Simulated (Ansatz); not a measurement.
Geometry optimisation, RKS PBE-D4/def2-SVP (Ansatz 0.2.0).

Input file:

```yaml
crystal:
  periodic: [false, false, false]
  atoms:
    - { symbol: Ge, position_ang: [-0.10828, -0.432974, -0.315323] }
    - { symbol: H, position_ang: [0.752694, 0.425296, 2.158919] }
    - { symbol: F, position_ang: [1.544703, 0.077788, -0.545567] }
    - { symbol: H, position_ang: [-0.958263, 0.744012, 0.175548] }
    - { symbol: Cl, position_ang: [-0.781202, -1.163143, -2.240057] }
    - { symbol: O, position_ang: [-0.119123, -1.80375, 0.803706] }
    - { symbol: Si, position_ang: [-0.106518, -3.476897, 0.508261] }
    - { symbol: H, position_ang: [1.045352, -3.857152, -0.37842] }
    - { symbol: H, position_ang: [0.043474, -4.119295, 1.854302] }
    - { symbol: H, position_ang: [-1.396665, -3.911441, -0.126892] }
    - { symbol: H, position_ang: [0.527628, -0.254445, 2.250522] }
basis:
  gaussian: { orbitals: def2-SVP }
hamiltonian:
  xc: pbe
  dispersion: d4
relax:
  f_tol: 0.03
  max_steps: 50
```

Command:

```bash
$ ansatz run input.yaml --threads 4 --pin off --max-ram 5120MiB --backend cpu --events-out ev --progress --plain --runs-dir out
```

Problem. Where does it end, and by what steps?

Solution. The run converged. The force dipped under the threshold on the way, but the program's further checks kept it going. After 21 steps the energy has fallen by 0.138 eV; H2 moved furthest, 1.32 Å.

```json
{"step": "0", "energy less start (eV)": "0.0000", "largest force component (eV/Å)": "1.805", "accepted": "yes"}
{"step": "1", "energy less start (eV)": "-0.0952", "largest force component (eV/Å)": "0.076", "accepted": "yes"}
{"step": "2", "energy less start (eV)": "-0.1188", "largest force component (eV/Å)": "0.049", "accepted": "yes"}
{"step": "3", "energy less start (eV)": "-0.1237", "largest force component (eV/Å)": "0.072", "accepted": "yes"}
{"step": "4", "energy less start (eV)": "-0.1250", "largest force component (eV/Å)": "0.024", "accepted": "yes"}
{"step": "5", "energy less start (eV)": "-0.1258", "largest force component (eV/Å)": "0.024", "accepted": "yes"}
{"step": "6", "energy less start (eV)": "-0.1261", "largest force component (eV/Å)": "0.307", "accepted": "yes"}
{"step": "7", "energy less start (eV)": "-0.1282", "largest force component (eV/Å)": "0.070", "accepted": "yes"}
{"step": "8", "energy less start (eV)": "-0.1294", "largest force component (eV/Å)": "0.054", "accepted": "yes"}
{"step": "9", "energy less start (eV)": "-0.1293", "largest force component (eV/Å)": "0.305", "accepted": "no"}
{"step": "10", "energy less start (eV)": "-0.1308", "largest force component (eV/Å)": "0.069", "accepted": "yes"}
{"step": "11", "energy less start (eV)": "-0.1315", "largest force component (eV/Å)": "0.151", "accepted": "yes"}
{"step": "12", "energy less start (eV)": "-0.1322", "largest force component (eV/Å)": "0.122", "accepted": "yes"}
{"step": "13", "energy less start (eV)": "-0.1338", "largest force component (eV/Å)": "0.089", "accepted": "yes"}
{"step": "14", "energy less start (eV)": "-0.1345", "largest force component (eV/Å)": "0.137", "accepted": "yes"}
{"step": "15", "energy less start (eV)": "-0.1350", "largest force component (eV/Å)": "0.112", "accepted": "yes"}
{"step": "16", "energy less start (eV)": "-0.1359", "largest force component (eV/Å)": "0.047", "accepted": "yes"}
{"step": "17", "energy less start (eV)": "-0.1366", "largest force component (eV/Å)": "0.060", "accepted": "yes"}
{"step": "18", "energy less start (eV)": "-0.1367", "largest force component (eV/Å)": "0.128", "accepted": "yes"}
{"step": "19", "energy less start (eV)": "-0.1371", "largest force component (eV/Å)": "0.060", "accepted": "yes"}
{"step": "20", "energy less start (eV)": "-0.1373", "largest force component (eV/Å)": "0.022", "accepted": "yes"}
{"step": "21", "energy less start (eV)": "-0.1376", "largest force component (eV/Å)": "0.013", "accepted": "yes"}
```

```xyz
11
Properties=species:S:1:pos:R:3
Ge -0.013 -0.439 -0.732
H 0.274 0.066 3.331
F 1.599 -0.279 -1.385
H -0.483 0.917 -0.189
Cl -1.243 -1.214 -2.329
O 0.056 -1.636 0.565
Si 0.014 -3.333 0.534
H 0.917 -3.868 -0.542
H 0.490 -3.781 1.883
H -1.390 -3.814 0.296
H 0.223 -0.391 2.714
```

Whether the end is a true minimum wasn't checked by a vibrational analysis.

Run time: 37 s on 4 threads of Arm Neoverse V2, with other jobs on the host, peak memory 0.19 GiB.
